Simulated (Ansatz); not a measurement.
Computed with Ansatz on PBE0-D4/def2-TZVP structures; ΔE is electronic, products minus reactants. CBS: MP2 limit from def2 TZ/QZ plus the TZ coupled-cluster correction, frozen cores. This one scheme is used for every species. Functionals use def2-TZVPP. Each species was taken in one conformer, which may not be the lowest.

`C[SiH2]C=O` + `CN[SiH3]` → `C[SiH2]N(C)[SiH3]` + `C=O`  (ligand exchange at the Si–C bond)

| species | BHLYP-D4 energy (Eh) |
| --- | --- |
| `C[SiH2]C=O` | -444.51097 |
| `CN[SiH3]` | -386.56446 |
| `C[SiH2]N(C)[SiH3]` | -716.61676 |
| `C=O` | -114.48825 |

Work out ΔE.

ΔE = (-716.61676) + (-114.48825) − (-444.51097) − (-386.56446) = -0.02958 Eh = -0.80 eV. CCSD(T)/CBS gives -0.78 eV.

What do rigid-rotor, harmonic-oscillator terms from PBE0-D4/def2-TZVP frequencies (298.15 K, 1 bar) make of the CCSD(T)/CBS value? (An estimate is asked.)

The calculation gave: ΔZPE = -0.01 eV, ΔH = -0.78 eV, ΔS = -10 J/(mol·K), ΔG = -0.75 eV. Modes under 50 cm⁻¹ make the entropy rough.

Largest T1 diagnostic among the species: 0.015.

From PBE to PBE0 (25 % exact exchange), in def2-TZVPP and without D4, ΔE moves by −0.07 eV. In def2-TZVPP, CCSD(T) changes the Hartree–Fock value by −0.04 eV (the triples alone add −0.00 eV) and MP2 by −0.11 eV.
